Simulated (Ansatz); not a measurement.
## Worked example: the step energy

An elementary step of Si₂H₇ClO₃F₂, closed shell (Si₂H₃ClOF₂ ([F][Si]([F])([Cl])[O][SiH3]) + H₂O + H₂O → SiHClOF₂ ([OH][Si]([F])([F])[Cl]) + SiH₄O ([OH][SiH3]) + H₂O; H–O, H–O broken or loosened, Si–O, O–H, H–O formed or tightened). “Start” and “end” are the PBE0-D4/def2-TZVP structures reached by relaxing down either side of its saddle point, with the molecules still in contact.

Computed with Ansatz 0.2.0 (basis: def2-TZVPP and def2-QZVPP); correlated methods freeze the cores.

Energies in eV:

| quantity | end | start |
| --- | --- | --- |
| Hartree–Fock, triple zeta (X = 3) | -39876.21939 | -39876.70691 |
| Hartree–Fock, quadruple zeta (X = 4) | -39877.64391 | -39878.12985 |
| MP2 correlation, X = 3 | -46.28489 | -46.11988 |
| MP2 correlation, X = 4 | -50.40366 | -50.22434 |
| CCSD(T) correlation, X = 3 | -49.06754 | -48.92620 |

(1) Work out the step energy at the basis limit: extrapolate Hartree–Fock as E(X) = E∞ + A exp(−7.88 √X) and the MP2 correlation as E(X) = E∞ + B X^−2.97 (the exponents that Neese and Valeev fitted for def2-TZVPP and QZVPP), then add CCSD(T) − MP2 in triple zeta.

T1 diagnostic: at most 0.012.

Results:

(1) Each step is linear, so take the differences first (end − start): Hartree–Fock 0.48752 (X = 3) and 0.48594 (X = 4); MP2 correlation -0.16501 and -0.17932; CCSD(T) correlation -0.14134.
Two points give E∞ = E(4) + w [E(4) − E(3)], with w = 1/(exp(7.88 (2 − √3)) − 1) = 0.1377 for Hartree–Fock and w = 1/((4/3)^2.97 − 1) = 0.7407 for the correlation.
Hartree–Fock: 0.48594 + 0.1377 × (-0.00158) = 0.4857 eV.
MP2 correlation: -0.17932 + 0.7407 × (-0.01431) = -0.1899 eV.
CCSD(T) − MP2: -0.14134 − (-0.16501) = 0.0237 eV.
Sum: 0.4857 + (-0.1899) + 0.0237 = 0.3195 eV, or 7.37 kcal/mol. Plain CCSD(T) in triple zeta gives 0.3462 eV, so the larger basis shifts the result by -0.0267 eV.

Labels in which every atom is bracketed show which atoms are joined, not bond orders.

For scale, one of the runs: CCSD(T)/def2-TZVPP, 379 basis functions, launched by `ansatz run in.yaml --threads 4 --pin off --events-out ev --progress --plain --max-ram 66560MiB --backend cuda --devices 0, --max-vram 37GiB`. Hardware: 4 CPU threads of an AMD EPYC 7R13 and a share of one NVIDIA H100, shared host. Wall time 31 s; peak host memory 0.92 GiB.
